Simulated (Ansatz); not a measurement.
Geometry optimisation, RKS PBE0-D4/def2-SVP in Ansatz.

Input:

```yaml
crystal:
  periodic: [false, false, false]
  atoms:
    - { symbol: B, position_ang: [0.0, 0.0, 0.0] }
    - { symbol: C, position_ang: [0.0, 0.0, 1.6] }
    - { symbol: H, position_ang: [-0.9996, -0.3092, 1.9705] }
    - { symbol: H, position_ang: [0.7676, -0.7111, 1.9705] }
    - { symbol: H, position_ang: [0.232, 1.0203, 1.9705] }
    - { symbol: "N", position_ang: [1.3423, 0.0, -0.775] }
    - { symbol: H, position_ang: [1.8089, -0.9179, -1.0268] }
    - { symbol: H, position_ang: [1.7937, 0.9179, -1.0532] }
    - { symbol: "N", position_ang: [-1.3423, 0.0, -0.775] }
    - { symbol: H, position_ang: [-2.0112, -0.8164, -0.6764] }
    - { symbol: H, position_ang: [-1.5914, 0.8164, -1.4036] }
basis:
  gaussian: { orbitals: def2-SVP }
hamiltonian:
  xc: pbe0
  dispersion: d4
relax:
  f_tol: 0.02
  max_steps: 40
```

Run as:

```bash
$ ansatz run input.yaml --threads 2 --pin off --max-ram 3072MiB --backend cpu --events-out ev --progress --plain --runs-dir out
```

Q: Where does it end, and by what steps?

A: It converged. After 11 steps the energy has fallen by 2.390 eV; H7 moved furthest, 1.41 Å.

```csv
step,energy less start (eV),largest force component (eV/Å),accepted
0,0.0000,2.065,yes
1,-0.7777,1.453,yes
2,-1.2510,0.934,yes
3,-1.5222,0.669,yes
4,-1.7238,1.419,yes
5,-1.9093,1.057,yes
6,-2.1020,0.712,yes
7,-2.2654,0.490,yes
8,-2.3593,0.334,yes
9,-2.3889,0.105,yes
10,-2.3901,0.046,yes
11,-2.3903,0.009,yes
```

```xyz
11
Properties=species:S:1:pos:R:3
B -0.008 0.003 -0.046
C -0.010 0.039 1.542
H -1.022 0.078 1.973
H 0.484 -0.861 1.947
H 0.549 0.907 1.929
N 1.209 0.212 -0.744
H 1.299 0.185 -1.750
H 2.079 0.398 -0.268
N -1.211 -0.251 -0.750
H -2.089 -0.402 -0.276
H -1.281 -0.308 -1.756
```

Run time: 24 s on 2 threads of Arm Neoverse V1, with other jobs on the host, peak memory 0.17 GiB.
